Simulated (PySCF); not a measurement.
# Working with the constants of CsNa⁺

UHF-CCSD(T) constants of CsNa⁺, ²Σ⁺ (doublet), unpaired electrons σ ↑ (basis Cs def2-SVPD with ECP46, Na def2-SVPD; scalar-relativistic core potentials; PySCF 2.14; masses 132.9054 and 22.9898 u):

```
ωe              : 62.4 cm⁻¹
ωexe            : 0.274 cm⁻¹
Be              : 0.040153 cm⁻¹
αe              : 0.000243 cm⁻¹
D (centrifugal) : 6.65e-08 cm⁻¹
De to Cs⁺ + Na  : 0.375 eV
```

(1) Give the vibrational terms G(v) and spacings up to v = 6.

(2) How well does the Morse estimate ωe²/(4ωexe) reproduce De, and what is D0?

Correlated steps freeze 1 core orbital. The bond is weak. Basis-set superposition, not corrected here, can be much of De in a small basis, most of all at correlated wavefunction levels. Spin–orbit coupling is left out. For an ion De counts to the pair picked by the measured ionisation energies or electron affinities, which need not be the lowest pair at this level. The state was picked by a PBE0 search and need not be the measured ground state.

Answers

(1) G(v) = ωe(v+½) − ωexe(v+½)².

| v | G(v) (cm⁻¹) | G(v) − G(v−1) | Bv (cm⁻¹) |
| --- | --- | --- | --- |
| 0 | 31.1 |  | 0.04003 |
| 1 | 93.0 | 61.9 | 0.03979 |
| 2 | 154.3 | 61.3 | 0.03955 |
| 3 | 215.0 | 60.8 | 0.03930 |
| 4 | 275.3 | 60.2 | 0.03906 |
| 5 | 334.9 | 59.7 | 0.03882 |
| 6 | 394.0 | 59.1 | 0.03857 |

(2) It gives 0.440 eV, 117 % of the computed De. D0 = De − G(0) = 0.375 − 0.004 = 0.371 eV.
